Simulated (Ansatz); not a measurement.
`[CH3][Zn][Si@@H]([SiH3])[C@H](C)[SiH3]`, charge 0, multiplicity 1.

(1) Give a relaxed structure at PBE0-D4/def2-TZVP (Ansatz 0.2.0). (Best estimate.)

## Answers

(1) Computed: 
```xyz
21

C    -1.1127   -1.3633    3.4006
Zn   -0.2797   -0.3328    1.9670
Si    0.7478    0.9026    0.2079
Si    2.9383    0.1553   -0.1562
C    -0.2722    0.7935   -1.3950
C    -1.6323    1.4822   -1.2365
Si   -0.4727   -0.9968   -1.9018
H    -0.3800   -2.0067    3.8951
H    -1.9088   -2.0006    3.0065
H    -1.5490   -0.7051    4.1564
H     0.8731    2.3540    0.5618
H     3.0034   -1.3299   -0.2489
H     3.8023    0.5728    0.9841
H     3.5231    0.7126   -1.4097
H     0.3090    1.2926   -2.1806
H    -2.2440    0.9864   -0.4752
H    -1.5210    2.5260   -0.9298
H    -2.2047    1.4699   -2.1691
H    -1.3342   -1.1285   -3.1099
H    -1.1278   -1.7479   -0.7883
H     0.8420   -1.6363   -2.1784
```
This is one stationary point; other conformers may exist.
